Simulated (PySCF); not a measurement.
Isomers of C4H8F3O2P.

All values: PBE0/pcSseg-1 (PySCF) at GFN2-xTB geometries, gas phase, one conformer each.

Question: Rank by HOMO–LUMO gap, lowest first.
A. `[CH3:1][P@:2](=[O:3])([CH2:4][OH:5])[CH2:6][C:7]([F:8])([F:9])[F:10]` with C1–P2–C4–O5 176°, P2–C4–O5–H -52°, C1–P2–C6–C7 34°
B. `[CH3:1][O:2][CH2:3][P@@:4]([CH3:5])(=[O:6])[C:7]([F:8])([F:9])[F:10]` with C1–O2–C3–P4 -75°, O2–C3–P4–C5 -56°
C. `[CH3:1][CH:2]([CH3:3])[P@:4](=[O:5])([OH:6])[C:7]([F:8])([F:9])[F:10]` with C1–C2–P4–O5 60°, C2–P4–O6–H 146°

Answer: B (8.03 eV), A (8.84 eV), C (9.15 eV).

Question: Rank by the highest IAO charge on any atom, highest value first.
A. `[CH3:1][CH:2]([CH3:3])[P@:4](=[O:5])([OH:6])[C:7]([F:8])([F:9])[F:10]` with C1–C2–P4–O5 60°, C2–P4–O6–H 146°
B. `[CH3:1][O:2][CH2:3][P@@:4]([CH3:5])(=[O:6])[C:7]([F:8])([F:9])[F:10]` with C1–O2–C3–P4 -75°, O2–C3–P4–C5 -56°
C. `[CH3:1][P@:2](=[O:3])([CH2:4][OH:5])[CH2:6][C:7]([F:8])([F:9])[F:10]` with C1–P2–C4–O5 176°, P2–C4–O5–H -52°, C1–P2–C6–C7 34°
D. `[CH3:1][CH2:2][P@:3](=[O:4])([OH:5])[CH2:6][C:7]([F:8])([F:9])[F:10]` with C1–C2–P3–O4 -178°, C2–P3–O5–H 122°, C2–P3–C6–C7 -79°

Answer: D (+1.696 e), A (+1.656 e), C (+1.502 e), B (+1.461 e).

All values together:

```csv
SMILES,μ (D),HOMO (eV),LUMO (eV),lowest IAO charge (e),highest IAO charge (e),lowest Hirshfeld charge (e),highest Hirshfeld charge (e)
COC[P@@](C)(=O)C(F)(F)F,2.94,-7.51,0.52,-0.899 (O),+1.461 (P),-0.384 (O),+0.408 (P)
CC(C)[P@](=O)(O)C(F)(F)F,3.01,-8.44,0.72,-0.890 (O),+1.656 (P),-0.381 (O),+0.455 (P)
C[P@](=O)(CO)CC(F)(F)F,1.91,-7.79,1.06,-0.934 (O),+1.502 (P),-0.406 (O),+0.428 (P)
CC[P@](=O)(O)CC(F)(F)F,3.89,-8.17,0.89,-0.905 (O),+1.696 (P),-0.401 (O),+0.471 (P)
```

Conformers: `[CH3:1][O:2][CH2:3][P@@:4]([CH3:5])(=[O:6])[C:7]([F:8])([F:9])[F:10]` with C1–O2–C3–P4 -75°, O2–C3–P4–C5 -56°; `[CH3:1][CH:2]([CH3:3])[P@:4](=[O:5])([OH:6])[C:7]([F:8])([F:9])[F:10]` with C1–C2–P4–O5 60°, C2–P4–O6–H 146°; `[CH3:1][P@:2](=[O:3])([CH2:4][OH:5])[CH2:6][C:7]([F:8])([F:9])[F:10]` with C1–P2–C4–O5 176°, P2–C4–O5–H -52°, C1–P2–C6–C7 34°; `[CH3:1][CH2:2][P@:3](=[O:4])([OH:5])[CH2:6][C:7]([F:8])([F:9])[F:10]` with C1–C2–P3–O4 -178°, C2–P3–O5–H 122°, C2–P3–C6–C7 -79°.
